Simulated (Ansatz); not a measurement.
Basis sets compared for the cluster Ag₂Au₄⁺. Charge 1, multiplicity 2. Geometry PBE-D4/def2-SVP. Ansatz on 4 threads of Arm Neoverse V2 on a shared host; times are rough, and most runs start from earlier orbitals.

```xyz
6

Au    1.628    2.363   -0.506
Au   -1.319   -1.802    1.191
Au    0.181    0.315    0.302
Au   -0.287   -0.058    2.933
Ag    0.662    0.704   -2.397
Ag   -0.866   -1.522   -1.523
```

In the def2 sets Ag, Au take a core potential; there is no spin–orbit coupling. No other spin state of charge 1 was run. Another isomer (doublet) lies 0.17 eV lower at PBE0-D4/def2-TZVP; other spin states weren't run for this one.

```csv
level,functions,energy (Eh),HOMO (eV),LUMO (eV),wall time
PBE-D4/def2-SVP,190,-836.9578,-9.49,-9.25,8.5 s
PBE0-D4/def2-SVP,190,-836.7251,-9.88,-8.38,13 s
```

Question: Estimate the rows for PBE-D4/def2-TZVP (with forces), PBE0-D4/def2-TZVP.

Answer: 
```
                         level  functions  energy (Eh)  HOMO (eV)  LUMO (eV)  wall time
PBE-D4/def2-TZVP (with forces)        240    -837.0663      -9.50      -9.25       11 s
             PBE0-D4/def2-TZVP        240    -836.8297      -9.88      -8.37       19 s
```
